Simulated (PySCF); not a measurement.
Species: C₃H₆BFSe.
Geometry (PBE0-D3(BJ)/def2-SVP, Å), atoms numbered from 1 in this order:
```xyz
12
C3H6BFSe angstrom
F      1.4844    1.5594    0.2820
B      1.6252    0.3928   -0.3670
C      0.6392   -0.7708   -0.0781
C     -0.5817   -0.4692    0.7929
C     -1.3361    0.4845   -0.1410
Se    -0.3129   -0.1014   -1.7374
H      2.5777    0.2535   -1.1017
H      0.9875   -1.8069   -0.1606
H     -0.3285   -0.0328    1.7730
H     -1.1745   -1.3790    0.9678
H     -1.1441    1.5486    0.0480
H     -2.4135    0.3065   -0.2476
```

Level of theory: PBE0-D3(BJ)/def2-SVP geometry optimisation, gas phase in PySCF.

Take the most abundant isotopes and a rigid rotor. The values belong to one conformer with, in the numbering `[F:1][BH:2][C@H:3]1[CH2:4][CH2:5][Se:6]1`, F1–B2–C3–C4 9°, B2–C3–C4–C5 67°, C3–C4–C5–Se6 18°, C4–C5–Se6–C3 -14°, B2–C3–Se6–C5 -104°.

(1) What are A, B and C (GHz)?

(2) Classify the top.

(3) Is it planar, by Δ = Ic − Ia − Ib?

(4) List the rotational levels J(Ka,Kc) to J = 2 (MHz).

(5) Which types of transition are allowed, and where do some lines up to J = 5 fall?

(6) Estimate the classical rotational partition function at 100 K, 298.15 K and 500 K.

Answers

(1) Ia = 144.44, Ib = 241.79, Ic = 294.33 u·Å²; 505379 MHz·u·Å²/I gives 3499, 2090 and 1717 MHz, that is A = 3.4988, B = 2.0902, C = 1.7171 GHz.

(2) An asymmetric top. Ray's parameter κ = (2B − A − C)/(A − C) = -0.581; −1 is the prolate and +1 the oblate limit.

(3) Not planar: Δ = Ic − Ia − Ib = -91.90 u·Å². For a rigid frame Δ = −2 Σ m c², so Σ m c² = 45.95 u·Å² lies off the ab plane: 11.02 from hydrogen and 34.93 from heavier atoms. The atom farthest from that plane is 2.19 Å away.

(4) Above 0(0,0):
J = 1: 1(0,1) 3807, 1(1,1) 5216, 1(1,0) 5589
J = 2: 2(0,2) 11357, 2(1,2) 12457, 2(1,1) 13577, 2(2,1) 17803, 2(2,0) 17867
Those of J = 1 are B + C, A + C and A + B.

(5) The dipole components are |μa| = 0.99 D, |μb| = 2.04 D, |μc| = 0.49 D. The squared components, which scale the intensities, stand as 0.23 : 1.00 : 0.06 (a : b : c). Some of the stronger lines:

```tsv
type	branch	J(Ka,Kc)	MHz	lower level (cm⁻¹)
a	Q	2(1,1) ← 2(1,2)	1119	0.416
a	Q	5(2,3) ← 5(2,4)	1808	2.111
b	Q	4(2,2) ← 4(1,3)	3935	1.379
b	Q	4(1,3) ← 4(0,4)	4132	1.241
b	Q	5(2,3) ← 5(1,4)	4159	2.033
b	Q	2(2,1) ← 2(1,2)	5345	0.416
a	Q	5(1,4) ← 5(1,5)	5406	1.853
b	Q	4(2,3) ← 4(1,4)	6749	1.256
b	R	2(1,2) ← 1(0,1)	8650	0.127
a	R	3(0,3) ← 2(0,2)	11175	0.379
a	R	3(1,2) ← 2(1,1)	11937	0.453
b	R	4(1,3) ← 3(2,2)	12111	0.975
b	R	2(2,0) ← 1(1,1)	12651	0.174
b	R	4(0,4) ← 3(1,3)	13922	0.777
b	Q	5(5,0) ← 5(4,1)	14219	2.763
a	R	4(1,3) ← 3(1,2)	15822	0.851
a	R	5(1,5) ← 4(1,4)	17884	1.256
b	R	4(2,3) ← 3(1,2)	18889	0.851
b	R	5(2,4) ← 4(1,3)	21960	1.379
b	R	4(4,1) ← 3(3,0)	26402	1.242
b	R	5(4,1) ← 4(3,2)	30255	1.754
```

(6) Point group C1, symmetry number σ = 1; q = (√π/σ)·√((kT/h)³/(ABC)), k/h = 20836.6 MHz/K: 47600 at 100 K, 245000 at 298.15 K, 532000 at 500 K.

PBE0-D3(BJ)/def2-SVP frequencies: not computed here. These are rigid-rotor constants of the computed structure; measured ground-state constants (B0) also hold zero-point vibration. Quadrupole hyperfine structure (11B) is left out.
